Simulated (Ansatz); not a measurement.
B(phosphinine)H3 (C5H8BP). Total charge 0; triplet. Geometry PBE0-D4/def2-SVP, that of the neutral singlet; atoms count from 1.

```xyz
15

B    -0.072    2.731    0.489
P    -0.018    0.854    0.124
C     1.345   -0.182    0.182
C     1.250   -1.549   -0.065
C     0.056   -2.202   -0.377
C    -1.169   -1.539   -0.478
C    -1.331   -0.172   -0.275
H     2.315    0.265    0.416
H     2.166   -2.145   -0.012
H     0.082   -3.279   -0.553
H    -2.055   -2.129   -0.733
H    -2.321    0.283   -0.375
H    -0.978    3.144   -0.216
H     1.043    3.121    0.186
H    -0.311    2.800    1.686
```

At PBE0-D4/def2-TZVP a singlet of charge 0 lies 3.30 eV below the triplet at the same geometry.

Problem. Estimate the Mulliken populations from the PBE0/def2-TZVP orbitals of Ansatz.

Solution. 
```csv
atom,charge (e),spin (α − β)
B1,-0.42,-0.04
P2,0.31,0.87
C3,-0.15,0.28
C4,-0.13,-0.08
C5,-0.07,0.67
C6,-0.13,-0.09
C7,-0.15,0.30
H8,0.15,-0.02
H9,0.14,0.00
H10,0.14,-0.04
H11,0.14,0.00
H12,0.15,-0.02
H13,0.00,0.03
H14,0.00,0.02
H15,0.03,0.11
```
Mulliken values depend strongly on the basis.

Problem. Where does the spin sit?

Solution. Summed by element: B -0.04, P 0.87, C 1.08, H 0.08, of 2 unpaired in all. Largest on single atoms: P2 0.87, C5 0.67, C7 0.30.

Problem. And the Mayer bond orders between heavy atoms (over 0.3)?

Solution. B1–P2 0.98 (1.91 Å); P2–C3 0.97 (1.71 Å); P2–C7 0.97 (1.71 Å); C3–C4 1.72 (1.39 Å); C4–C5 1.21 (1.40 Å); C5–C6 1.22 (1.40 Å); C6–C7 1.71 (1.39 Å).
